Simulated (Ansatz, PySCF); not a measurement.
Process, species as SMILES: [O]=[Sn][F] → [O]=[Sn] + F atom (the F-Sn bond at the site shown breaks; other sites are not compared here)
Each molecule is optimised on its own at B3LYP-D3(BJ)/def2-TZVP (Ansatz, a first-principles code). Unstable Hartree-Fock reference: [O]=[Sn]. High T1 diagnostic, so coupled cluster is less sure: [O]=[Sn].

Quantity: bond dissociation energy (enthalpy at 298 K, with B3LYP-D3(BJ) rigid-rotor harmonic-oscillator terms from PySCF), in kcal/mol. Cores are frozen in the correlated levels unless marked. Open shells are spin-unrestricted. No spin-orbit coupling. The frozen core is the preceding noble-gas configuration, with the filled d and f shells of earlier blocks. In def2 rows, elements after Kr have scalar-relativistic effective core potentials. CBS marks a two-point X^-3 extrapolation of the correlation energy; Hartree-Fock from the larger set. [CCSD(T)-MP2]/basis is that difference in the basis named.

| level | program | bond dissociation energy (kcal/mol) |
|---|---|---|
| HF-D3(BJ)/def2-TZVPD | PySCF + dftd3 | 76.9 |
| BLYP/def2-TZVPD | Ansatz | [?] |
| BP86-D3(BJ)/def2-TZVPD | PySCF + dftd3 | 70.6 |
| BP86/def2-TZVPD | PySCF | 69.9 |
| r2SCAN/def2-TZVPD | Ansatz | 73.1 |
| B3LYP-D3(BJ)/def2-TZVPD | Ansatz + dftd3 | 71.6 |
| HSE06-D3(BJ)/def2-TZVPD | Ansatz + dftd3 | [?] |
| CAM-B3LYP-D3(BJ)/def2-TZVPD | Ansatz + dftd3 | [?] |
| LC-wPBE/def2-TZVPD | Ansatz | 75.8 |
| wB97X-V/def2-TZVPD | Ansatz | [?] |
| B2GP-PLYP/def2-TZVPD | Ansatz | 64.5 |
| SCS-MP2/def2-TZVPP | Ansatz | 60.5 |
| RI-MP2/CBS(def2-TZVPPD,def2-QZVPPD)+[CCSD(T)-MP2]/def2-TZVPPD | Ansatz | 68.0 |

Task: What belongs in the gaps?

Result: 
- BLYP/def2-TZVPD, bond dissociation energy (kcal/mol): 69.2
- HSE06-D3(BJ)/def2-TZVPD, bond dissociation energy (kcal/mol): 71.8
- CAM-B3LYP-D3(BJ)/def2-TZVPD, bond dissociation energy (kcal/mol): 74.8
- wB97X-V/def2-TZVPD, bond dissociation energy (kcal/mol): 74.1
